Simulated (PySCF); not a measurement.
Constitutional and geometric isomers with formula C2H4B2. Isolated molecules, 0 K electronic values unless said otherwise. One relaxed conformer stands for each flexible species; it need not be the lowest. Strings in code marks are SMILES.

The HOMO–LUMO gap from two functionals at the same geometries (CAM-B3LYP-D3(BJ)/def2-TZVP), both in PySCF: PBE-D3(BJ)/def2-TZVP and TPSSh-D3(BJ)/def2-TZVP. 

```json
[
 {"species": "`B=C=BC`", "PBE-D3(BJ)/def2-TZVP (eV)": "4.00", "TPSSh-D3(BJ)/def2-TZVP (eV)": "4.90"},
 {"species": "`CC1=BB1`", "PBE-D3(BJ)/def2-TZVP (eV)": "3.65", "TPSSh-D3(BJ)/def2-TZVP (eV)": "4.69"},
 {"species": "`[H]/B=C/C=B/[H]`", "PBE-D3(BJ)/def2-TZVP (eV)": "2.07", "TPSSh-D3(BJ)/def2-TZVP (eV)": "3.02"},
 {"species": "`C#CBB`", "PBE-D3(BJ)/def2-TZVP (eV)": "3.43", "TPSSh-D3(BJ)/def2-TZVP (eV)": "4.52"},
 {"species": "`BC#CB`", "PBE-D3(BJ)/def2-TZVP (eV)": "4.13", "TPSSh-D3(BJ)/def2-TZVP (eV)": "5.19"},
 {"species": "`C=CB=B`", "PBE-D3(BJ)/def2-TZVP (eV)": "-0.46", "TPSSh-D3(BJ)/def2-TZVP (eV)": "0.76"}
]
```

Over these rows, drawn at random from the members with no instability flagged (it was tested for open shells, ions and some series alone), PBE minus TPSSh-D3(BJ): mean -1.04 eV, from -1.22 eV to -0.90 eV.
